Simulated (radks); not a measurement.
Excited configurations of Sb20+: one electron is placed in a higher orbital outside [Ar] 3d10 4s2. The ground configuration is [Ar] 3d10 4s2 4p1. Method: scalar-relativistic Kohn-Sham, r2SCAN, spin-polarised, spherical densities, finite nucleus; open shells are filled with parallel spins first (spin-orbit coupling, left out, can overturn this in heavy ions); meta-GGA in the generalised Kohn-Sham scheme; Fermi nuclear charge, rms radius 4.6802 fm; computed with a radial shooting solver on a logarithmic mesh with Libxc functionals. Excitation = E - E(ground); binding = E(ion) - E, where the ion is the core of charge +21; n* = 21/sqrt(2 binding) in atomic units. These energies are relativistic, and a one-electron ion of charge +21 with no core already has n* below n in this formula (scalar-relativistic equation, point nucleus: 4f 3.999, 5d 4.997, 5f 4.998, 6s 5.990, 7s 6.989, 7p 6.993, 7f 6.998). The quantum defect is therefore taken as that value minus n*, so that it holds no relativistic shift of the bare ion.

outer orbital  excitation (eV)  binding (eV)     n*  quantum defect  eigenvalue (eV)  <r> (bohr)
4f                      168.16        408.83  3.831           0.168          -394.59      0.7443
5d                      283.07        293.91  4.518           0.479          -287.39       1.328
5f                      319.17        257.82  4.824           0.174          -251.08       1.365
6s                      347.31        229.68  5.111           0.878          -225.69       1.876
7s                      416.40        160.59  6.113           0.877          -157.80       2.678
7p                      424.46        152.52  6.272           0.721          -149.87       2.771
7f                      447.76        129.23  6.814           0.184          -126.58       3.020

The Delta-SCF ionisation energy is 576.99 eV (NIST Atomic Spectra Database: 584 eV, theoretical). Self-interaction in the functional shifts the binding energies and quantum defects, so they are the method's values and not measured ones. Open shells are spherical and high-spin; term and fine-structure splittings are not resolved. Spin-orbit splitting is averaged out at the scalar-relativistic level.
